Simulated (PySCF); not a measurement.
Start geometry of `[SnH3][PH2]` from GFN2-xTB (Å):
```
atom  x, y, z in Å
P1     1.480   -0.246    0.828
Sn2   -0.827    0.183   -0.058
H3     2.055    0.521   -0.176
H4     1.653   -1.399    0.117
H5    -1.942   -0.824    0.665
H6    -1.336    1.746    0.283
H7    -1.049   -0.010   -1.710
```

Problem. What comes out of this run: PySCF, PBE0-D3(BJ)/def2-SVP geometry optimisation, gas phase, def2 core potentials past Kr?

Solution. 
```
atom  x, y, z in Å
P1     1.6586   -0.1476    0.8770
Sn2   -0.6881    0.2278    0.0285
H3     2.2302    0.6685   -0.1489
H4     1.8212   -1.3469    0.1153
H5    -1.7358   -0.8703    0.8240
H6    -1.1417    1.8325    0.4234
H7    -0.8111    0.0023   -1.6680
```

The energy falls by 0.140 eV over 5 energy and gradient evaluations, the largest force component goes from 0.0269 to 1.6e-04 Eh/bohr, and the atoms move by 0.069 Å rms after alignment. The bond that changes most is P1–H4 (three-coordinate phosphorus to P–H hydrogen), which lengthens by 0.064 Å. Bonds longer at the end by more than 0.005 Å: 6 of 6; shorter: 0. Among the angles that change most is P1–Sn2–H7, from 116.7° to 112.3°. Rotational constants go from 46531, 2920, 2915 to 42569, 2890, 2884 MHz. The orientation of the end geometry is arbitrary; only internal coordinates are fixed.

The run used 69 basis functions and 32 SCF cycles in all.

Not checked by PBE0-D3(BJ)/def2-SVP frequencies.
